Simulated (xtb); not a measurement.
C$_{2}$H$_{7}$Al, triplet, geometry from GFN2-xTB (such geometries of metal compounds can be far from the true shape) (a higher spin typed on purpose: for a closed-shell molecule this is an excited state).

The xtb input:
```
$ xtb mol.xyz --gfn 1 --uhf 2 --grad --json

# file mol.xyz
10

Al     0.40958518    -0.18314137    -0.80511561
C     -0.58097621    -1.24208483     0.75109971
H     -0.37697706    -2.26541523     0.44622273
H     -1.64939540    -1.04926874     0.74868397
H     -0.15066413    -1.05098784     1.72869272
C     -0.15699471     1.51820863     0.33890127
H      0.32500173     2.30475461    -0.23624706
H      0.24065338     1.49664967     1.34825049
H     -1.23395162     1.65544067     0.34478597
H      1.94855128    -0.36707805    -0.45389173
```

Problem. What does this run give for the partial charges in atom order, total energy, dipole moment?

Solution. 
```json
{
  "partial_charges_in_atom_order": "Al1 0.17, C2 -0.14, H3 0.05, H4 0.04, H5 0.05, C6 -0.14, H7 0.05, H8 0.05, H9 0.04, H10 -0.18",
  "total_energy": "-9.1243 Eh",
  "dipole_moment": "2.31 D"
}
```
